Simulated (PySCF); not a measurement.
# Nitrogen: a sound run and one with changed settings

Sound run: N²⁺ [He] 2s2 2p1, N³⁺ [He] 2s2. Calculation: PySCF 2.14, in 6-31G*; no relativity, point nucleus. In the sound run the correlated levels freeze 1s2. The sound run starts from symmetry-adapted Hartree-Fock orbitals and uses a fine grid where one is needed.

Changed run: all electrons correlated in a basis built for the valence shell.

| species | method | sound run (hartree) | changed run (hartree) | converged |
| --- | --- | --- | --- | --- |
| N²⁺ | MP2 | -52.84094 | -52.84236 | yes |
| N²⁺ | CCSD(T) | -52.87019 | -52.87133 | yes |
| N³⁺ | MP2 | -51.10179 | -51.10331 | yes |
| N³⁺ | CCSD(T) | -51.14070 | -51.14175 | yes |

Ionisation energy of N²⁺:

```json
{"method": "UHF", "sound run (eV)": "47.344", "changed run (eV)": "47.344"}
{"method": "MP2", "sound run (eV)": "47.325", "changed run (eV)": "47.322"}
{"method": "SCS-MP2", "sound run (eV)": "47.267", "changed run (eV)": "47.262"}
{"method": "CCSD", "sound run (eV)": "47.047", "changed run (eV)": "47.050"}
{"method": "CCSD(T)", "sound run (eV)": "47.062", "changed run (eV)": "47.064"}
```

A valence basis has no tight correlating functions, so it recovers only part of the core correlation, and not evenly between atom and ion.

For comparison, NIST gives 47.445 eV between the lowest levels.
